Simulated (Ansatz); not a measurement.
`O=C(Cl)c1ccccc1` + `COc1ccccc1` → `COc1ccc(C(=O)Cl)cc1` + `c1ccccc1`  (formal exchange of groups at a C–C bond)

Calculated with Ansatz (gas phase, PBE0-D4/def2-TZVP geometries, no zero-point term in ΔE). CCSD(T)/CBS adds triple-zeta CCSD(T) − MP2 to the extrapolated MP2 energy (def2 sets, frozen cores). Functionals use def2-TZVPP. B3LYP here is the variant with VWN-RPA as its local correlation; programs differ in this. HSE06 is defined as in plane-wave codes. Each species was taken in one conformer, which may not be the lowest.

`O=C(Cl)c1ccccc1`:

Z-matrix (Å, degrees):
```
C
Cl 1 1.788
C 1 1.476 2 115.1
O 1 1.185 2 119.1 3 -180.0
C 3 1.396 1 116.4 2 -179.9
C 3 1.391 1 123.6 2 0.1
C 5 1.382 3 120.0 1 180.0
H 5 1.083 3 118.8 1 -0.0
C 6 1.384 3 119.8 1 -180.0
H 6 1.082 3 119.8 1 -0.0
C 7 1.389 5 119.9 3 0.0
H 7 1.083 5 119.9 3 180.0
H 9 1.083 6 119.7 3 -180.0
H 11 1.084 7 119.9 5 180.0
```

`COc1ccccc1`:

Z-matrix (Å, degrees):
```
C
O 1 1.405
H 1 1.096 2 111.6
H 1 1.089 2 106.3 3 118.9
H 1 1.096 2 111.6 3 -122.3
C 2 1.353 1 117.8 3 61.1
C 6 1.394 2 115.9 1 180.0
C 6 1.391 2 124.3 1 -0.0
C 7 1.381 6 120.0 2 180.0
H 7 1.083 6 118.5 2 0.0
C 8 1.390 6 119.5 2 -180.0
H 8 1.082 6 121.0 2 -0.0
C 9 1.391 7 120.6 6 0.0
H 9 1.084 7 119.3 6 180.0
H 11 1.084 8 119.0 6 180.0
H 13 1.083 9 120.4 7 -180.0
```

`COc1ccc(C(=O)Cl)cc1`:

Z-matrix (Å, degrees):
```
C
O 1 1.411
H 1 1.088 2 106.1
H 1 1.094 2 111.3 3 -118.8
H 1 1.095 2 111.3 3 118.8
C 2 1.341 1 118.4 3 180.0
C 6 1.395 2 124.2 1 0.0
C 6 1.397 2 115.9 1 -180.0
C 7 1.380 6 119.4 2 180.0
H 7 1.081 6 121.1 2 -0.0
C 8 1.375 6 120.2 2 -180.0
H 8 1.083 6 118.5 2 0.0
C 9 1.394 7 121.1 6 -0.0
H 9 1.083 7 120.3 6 180.0
H 11 1.082 8 119.9 6 -180.0
C 13 1.466 9 116.8 7 180.0
O 16 1.186 13 126.3 9 -0.0
Cl 16 1.794 13 114.9 9 180.0
```

`c1ccccc1`:

Cartesian coordinates in Å:
```
C -0.139 0.655 1.215
C -1.223 0.549 0.356
C -1.084 -0.106 -0.859
C 0.139 -0.655 -1.215
C 1.223 -0.549 -0.356
C 1.084 0.106 0.859
H -0.247 1.166 2.165
H -2.179 0.978 0.635
H -1.932 -0.188 -1.530
H 0.248 -1.166 -2.165
H 2.179 -0.978 -0.635
H 1.932 0.188 1.530
```

```
             level  ΔE (kcal/mol)  difference from CCSD(T)/CBS
       LDA (SPW92)           -2.4                         -0.8
            PBE-D4           -2.4                         -0.8
         revPBE-D4           -2.4                         -0.8
           BLYP-D4           -2.4                         -0.8
         r2SCAN-D4           -2.5                         -0.9
            B97M-V           -2.4                         -0.8
           PBE0-D4           -2.2                         -0.6
          B3LYP-D4           -2.2                         -0.6
        r2SCANh-D4           -2.4                         -0.8
        r2SCAN0-D4           -2.3                         -0.7
          HSE06-D4           -2.2                         -0.6
          BHLYP-D4           -2.1                         -0.5
      CAM-B3LYP-D4           -2.0                         -0.4
           ωB97X-V           -1.9                         -0.3
           ωB97M-V           -1.8                         -0.2
            B2PLYP           -2.0                         -0.4
          PBE-QIDH           -2.0                         -0.4
               PBE           -2.4                         -0.8
            revPBE           -2.3                         -0.7
              BLYP           -2.3                         -0.7
            r2SCAN           -2.4                         -0.8
              PBE0           -2.2                         -0.6
             B3LYP           -2.2                         -0.6
           r2SCANh           -2.4                         -0.8
           r2SCAN0           -2.2                         -0.6
             HSE06           -2.2                         -0.6
             BHLYP           -2.1                         -0.5
         CAM-B3LYP           -2.0                         -0.4
      MP2/def2-SVP           -1.4                          0.2
     CCSD/def2-SVP           -1.5                          0.1
  CCSD(T)/def2-SVP           -1.5                          0.1
     HF/def2-TZVPP           -2.2                         -0.6
    MP2/def2-TZVPP           -1.4                          0.2
SCS-MP2/def2-TZVPP           -1.4                          0.2
     HF/def2-QZVPP           -2.2                         -0.6
    MP2/def2-QZVPP           -1.4                          0.2
SCS-MP2/def2-QZVPP           -1.4                          0.2
      HF/CBS(def2)           -2.2                         -0.6
     MP2/CBS(def2)           -1.4                          0.2
    CCSD/CBS(def2)           -1.6                          0.0
       CCSD(T)/CBS           -1.6                            0
```

Largest T1 diagnostic among the species: 0.014.

Leaving LDA and LC-ωPBE aside and taking each functional with its dispersion term where it has one, the values spread over 0.6 kcal/mol, from r2SCAN-D4 to ωB97M-V.

CCSD(T)/CBS has its own doubt, a few kJ/mol and more with outer-core shells, so smaller differences from it don't rank the levels.
